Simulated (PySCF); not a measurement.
## CrO2Br2: adding exact exchange

Base calculation in PySCF with density fitting and no spin–orbit coupling, PBE/def2-SVP (no relativity): singlet, C2v, Cr–Br 2.283 Å (×2), Cr–O 1.557 Å (×2); Br–Cr–Br 111.0°, Br–Cr–O 109.1° (×4), O–Cr–O 109.2°; wavenumbers 88, 193, 220, 232, 270, 418, 438, 1079, 1094 cm⁻¹; dipole moment 1.10 D, gap between the highest occupied and lowest empty levels 2.05 eV, polar-tensor charge of Cr 1.35 e, atomisation energy (no zero-point energy) 1781 kJ/mol.

Q: What changes on going to PBE0/def2-SVP (no relativity)?

A: The point group stays the same. Changes: mean bond to Cr -0.026 Å, smallest bond angle -0.1 degrees, highest wavenumber +77 cm⁻¹, lowest wavenumber +3 cm⁻¹, dipole moment -0.14 D, gap between the highest occupied and lowest empty levels +1.85 eV, polar-tensor charge of Cr +0.23 e, atomisation energy (no zero-point energy) -414 kJ/mol. The new structure has Cr–Br 2.262 Å (×2), Cr–O 1.526 Å (×2); Br–Cr–Br 111.5°, Br–Cr–O 109.0° (×4), O–Cr–O 109.1°, with wavenumbers 91, 198, 228, 240, 282, 426, 468, 1168, 1171 cm⁻¹. Exact exchange shortens and stiffens the bonds and opens the gap, the usual pattern.

The structures come from searches over a few start shapes, so lower isomers are not excluded.
